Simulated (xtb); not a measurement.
C2H6N2OSi, SMILES C[Si@@H](N)N=C=O. All values are semi-empirical tight-binding results from xtb (GFN2-xTB unless named), good for trends rather than for accurate numbers. Geometry optimised at GFN2-xTB. The structure was generated by enumeration; whether it is a known compound was not checked. The values are those of a single conformer.

Optimised geometry:

```xyz
12

C     -1.8080    -1.2296     0.0600
Si    -0.7368     0.2139    -0.5629
N     -1.2499     1.8006    -0.1506
N      0.7900     0.1233     0.2483
C      1.8420    -0.3929     0.4270
O      2.8864    -0.8273     0.6741
H     -1.8886    -1.2273     1.1444
H     -1.3953    -2.1907    -0.2329
H     -2.8155    -1.1725    -0.3428
H     -0.5371     0.1582    -2.0113
H     -2.1734     2.1133    -0.3950
H     -0.9517     2.2105     0.7189
```
Charge 0, spin multiplicity 1.

The orbital gap is 5.03 eV and the dipole moment is 3.68 D. The zero-point energy is 52.4 kcal/mol and the G − E(el) at 298.15 K (modified RRHO) comes out as 31.2 kcal/mol. The static polarisability (D4 model) is 71.3 bohr³. The solvation energy, GFN2-xTB/ALPB(water) is -3.7 kcal/mol. The solvation energy, GFN2-xTB/ALPB(hexane) is -4.3 kcal/mol.

Problem. Give the atomic charges and the Wiberg bond orders between heavy atoms. (The exact figures need the calculation; the answer reports its results.)

Solution. charges (e) C1 -0.20, Si2 0.52, N3 -0.39, N4 -0.30, C5 0.32, O6 -0.29, H7 0.04, H8 0.03, H9 0.03, H10 -0.07, H11 0.15, H12 0.17. Bond orders C1–Si2 0.88, Si2–N3 1.16, Si2–N4 0.90, N4–C5 2.03, N4–O6 0.36, C5–O6 1.88.
